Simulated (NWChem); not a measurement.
System: C₂H₆Si, singlet; SMILES [Si](C)C

NWChem input:

```
start job
memory heap 200 mb stack 900 mb global 1100 mb
geometry units angstroms noautosym nocenter noautoz
  Si     0.000000     0.000000     0.767861
  C     -1.449364     0.023448    -0.494741
  H     -2.417121    -0.218473    -0.043072
  H     -1.288715    -0.624476    -1.367290
  H     -1.523994     1.053513    -0.884572
  C      1.449364    -0.023448    -0.494741
  H      1.288715     0.624476    -1.367290
  H      1.523994    -1.053513    -0.884572
  H      2.417121     0.218473    -0.043072
end
basis spherical
  * library 6-31+g*
end
dft
  xc pbe0
  iterations 150
end
cosmo
  do_cosmo_smd true
  solvent water
end
task dft energy
```

Output (shortened):

```
             Northwest Computational Chemistry Package (NWChem) 7.3.0
             --------------------------------------------------------

                             Geometry "geometry" -> ""
                             -------------------------

 Output coordinates in angstroms (scale by  1.889725989 to convert to a.u.)

  No.       Tag          Charge          X              Y              Z
 ---- ---------------- ---------- -------------- -------------- --------------
    1 Si                  14.0000     0.00000000     0.00000000     0.76786100
    2 C                    6.0000    -1.44936400     0.02344800    -0.49474100
    3 H                    1.0000    -2.41712100    -0.21847300    -0.04307200
    4 H                    1.0000    -1.28871500    -0.62447600    -1.36729000
    5 H                    1.0000    -1.52399400     1.05351300    -0.88457200
    6 C                    6.0000     1.44936400    -0.02344800    -0.49474100
    7 H                    1.0000     1.28871500     0.62447600    -1.36729000
    8 H                    1.0000     1.52399400    -1.05351300    -0.88457200
    9 H                    1.0000     2.41712100     0.21847300    -0.04307200

 Effective nuclear repulsion energy (a.u.)      96.5722383569

                                 NWChem DFT Module
                                 -----------------

 Summary of "ao basis" -> "ao basis" (spherical)
 ------------------------------------------------------------------------------
       Tag                 Description            Shells   Functions and Types
 ---------------- ------------------------------  ------  ---------------------
 Si                         6-31+g*                 10       22   5s4p1d
 C                          6-31+g*                  8       18   4s3p1d
 H                          6-31+g*                  2        2   2s

 in cosmo_initialize ...
 calling solv_data for solv:h2o

 solvent parameters
 solvname_short: h2o
 solvname_long:  water
 dielec:       78.4000
 dielecinf:     1.7769
 aqueous SMD model solvent descriptors
 dielec:       78.4000
 sola:          0.8200

          ---------------
          -cosmo- solvent
          ---------------
 Cosmo: York-Karplus, doi: 10.1021/jp992097l
 dielectric constant -eps-     =  78.40
 screen = (eps-1)/(eps    )    =   0.98724
 surface charge correction     = lagrangian

   van der Waals surface
 --------------------------

 ---------- ATOMIC COORDINATES (A.U.) ------------ VDWR(ANG.) --
     1    0.00000000    0.00000000    1.45104689     2.470
     2   -2.73890082    0.04431029   -0.93492493     1.850
     3   -4.56769637   -0.41285411   -0.08139428     1.200
     4   -2.43531823   -1.18008853   -2.58380345     1.200
     5   -2.87993107    1.99085090   -1.67159870     1.200
     6    2.73890082   -0.04431029   -0.93492493     1.850
     7    2.43531823    1.18008853   -2.58380345     1.200
     8    2.87993107   -1.99085090   -1.67159870     1.200
     9    4.56769637    0.41285411   -0.08139428     1.200
 number of segments per atom =        128
 number of   points per atom =        128
 atom (   nspa,  nppa )
 ----------------------
    1 (     88,     0 )       0
    2 (     44,     0 )       0
    3 (     51,     0 )       0
    4 (     54,     0 )       0
    5 (     51,     0 )       0
    6 (     44,     0 )       0
    7 (     54,     0 )       0
    8 (     51,     0 )       0
    9 (     51,     0 )       0
 number of -cosmo- surface points =      488
 molecular surface =    106.472 angstrom**2
 molecular volume  =     94.247 angstrom**3
 -lineq- algorithm             =   0
 -bem- low  level              =   3
 -bem- from -octahedral-
 gaussian surface charge width =   4.50000
 degree of switching           =   1.00000
 switching function tolerance  =   0.00010
 atomic radii =
 --------------
    1 14.000  2.470
    2  6.000  1.850
    3  1.000  1.200
    4  1.000  1.200
    5  1.000  1.200
    6  6.000  1.850
    7  1.000  1.200
    8  1.000  1.200
    9  1.000  1.200
 ...... end of -cosmo- initialization ......

 nat:                     9
 ixmem:                  4523
 calling mnsol_interface()
 G(SMD-CDS) energy (kcal/mol)  =     2.636
 SMD-CDS SASA (angstrom**2)    =   133.009

[...]

                                COSMO-SMD solvation results
                                ---------------------------

             internal energy in gas <Psi(g)|H|Psi(g)> =      -369.022560595743
         internal energy in solvent <Psi(s)|H|Psi(s)> =      -369.021653572356
                               delta internal energy  =         0.000907023387 (    0.57 kcal/mol)
   total free energy in solvent <Psi(s)|H+V/2|Psi(s)> =      -369.027599265028
 polarization energy contribution <Psi(s)|V/2|Psi(s)> =        -0.005945692672 (   -3.73 kcal/mol)
    total free energy in solvent including G(SMD-CDS) =      -369.023398636785
                       G(SMD-CDS) energy contribution =         0.004200628243 (    2.64 kcal/mol)
     1 M fixed-concentration free energy of solvation =        -0.000838041042 (   -0.53 kcal/mol)

                       DFT Final Molecular Orbital Analysis
                       ------------------------------------

 Vector   14  Occ=2.000000D+00  E=-3.984826D-01
              MO Center=  2.0D-07, -1.6D-07, -6.9D-01, r^2= 3.5D+00
   Bfn.  Coefficient  Atom+Function         Bfn.  Coefficient  Atom+Function
  ----- ------------  ---------------      ----- ------------  ---------------
    26      0.312429  2 C  py                50     -0.312429  6 C  py
    45      0.196914  5 H  s                 67      0.196914  8 H  s
    30      0.181506  2 C  py                54     -0.181506  6 C  py
    46      0.140743  5 H  s                 68      0.140743  8 H  s
    43     -0.122359  4 H  s                 65     -0.122359  7 H  s

 Vector   15  Occ=2.000000D+00  E=-3.094250D-01
              MO Center= -8.4D-10,  8.7D-10, -1.3D-01, r^2= 3.1D+00
   Bfn.  Coefficient  Atom+Function         Bfn.  Coefficient  Atom+Function
  ----- ------------  ---------------      ----- ------------  ---------------
     7      0.363372  1 Si px                25     -0.291013  2 C  px
    49     -0.291013  6 C  px                29     -0.189506  2 C  px
    53     -0.189506  6 C  px                27     -0.154381  2 C  pz
    51      0.154381  6 C  pz                 3     -0.150598  1 Si px
    31     -0.114565  2 C  pz                55      0.114565  6 C  pz

 Vector   16  Occ=2.000000D+00  E=-2.268297D-01
              MO Center= -3.6D-10, -2.1D-09,  9.2D-01, r^2= 3.0D+00
   Bfn.  Coefficient  Atom+Function         Bfn.  Coefficient  Atom+Function
  ----- ------------  ---------------      ----- ------------  ---------------
    10      0.470411  1 Si s                  9      0.449431  1 Si pz
     6      0.273185  1 Si s                 14      0.229345  1 Si s
    13      0.201557  1 Si pz                 5     -0.177494  1 Si pz
    27     -0.169097  2 C  pz                51     -0.169097  6 C  pz
    28     -0.136694  2 C  s                 52     -0.136694  6 C  s

 Vector   17  Occ=0.000000D+00  E=-8.107404D-02
              MO Center= -4.7D-10, -1.5D-09,  7.8D-01, r^2= 3.3D+00
   Bfn.  Coefficient  Atom+Function         Bfn.  Coefficient  Atom+Function
  ----- ------------  ---------------      ----- ------------  ---------------
     8      0.578077  1 Si py                12      0.500797  1 Si py
    16      0.247288  1 Si py                 4     -0.213862  1 Si py
    46     -0.142683  5 H  s                 68      0.142683  8 H  s
    44      0.120849  4 H  s                 66     -0.120849  7 H  s
    34     -0.111797  2 C  py                58     -0.111797  6 C  py

 Vector   18  Occ=0.000000D+00  E= 1.118805D-02
              MO Center=  1.5D-06, -1.9D-08,  9.2D-01, r^2= 1.3D+01
   Bfn.  Coefficient  Atom+Function         Bfn.  Coefficient  Atom+Function
  ----- ------------  ---------------      ----- ------------  ---------------
    32      2.016907  2 C  s                 56     -2.016909  6 C  s
    15      1.814422  1 Si px                33      0.610087  2 C  px
    35      0.611347  2 C  pz                57      0.610088  6 C  px
    59     -0.611348  6 C  pz                11      0.532789  1 Si px
    28      0.399303  2 C  s                 52     -0.399303  6 C  s

 Vector   19  Occ=0.000000D+00  E= 1.150925D-02
              MO Center= -1.5D-06,  1.8D-08, -8.9D-01, r^2= 1.3D+01
   Bfn.  Coefficient  Atom+Function         Bfn.  Coefficient  Atom+Function
  ----- ------------  ---------------      ----- ------------  ---------------
    14      5.224216  1 Si s                 32     -2.567971  2 C  s
    56     -2.567969  6 C  s                 17     -1.751859  1 Si pz
    33     -0.756079  2 C  px                57      0.756079  6 C  px
    35     -0.543853  2 C  pz                59     -0.543852  6 C  pz
    13     -0.447282  1 Si pz                28     -0.424033  2 C  s

     Multipole analysis of the density
     ---------------------------------

     L   x y z        total         alpha         beta         nuclear
     -   - - -        -----         -----         ----         -------
     0   0 0 0     -0.000000    -16.000000    -16.000000     32.000000

     1   1 0 0     -0.000000     -0.000000     -0.000000      0.000000
     1   0 1 0      0.000000      0.000000      0.000000      0.000000
     1   0 0 1     -0.810227     -0.616096     -0.616096      0.421964

     2   2 0 0    -21.163664    -90.679926    -90.679926    160.196188
     2   1 1 0     -0.204706      1.599646      1.599646     -3.403998
     2   1 0 1     -0.000000     -0.000000     -0.000000     -0.000000
     2   0 2 0    -19.014177    -15.045414    -15.045414     11.076650
     2   0 1 1      0.000000      0.000000      0.000000     -0.000000
     2   0 0 2    -24.883850    -41.902100    -41.902100     58.920349
```

Level: PBE0/6-31+G* (spherical d), SMD on the gas-phase geometry. Low-valent species are run as closed-shell singlets; no triplet was tried in these runs. Coordinates come from a B3LYP/6-31G* (spherical d) optimisation. Solvent: water.
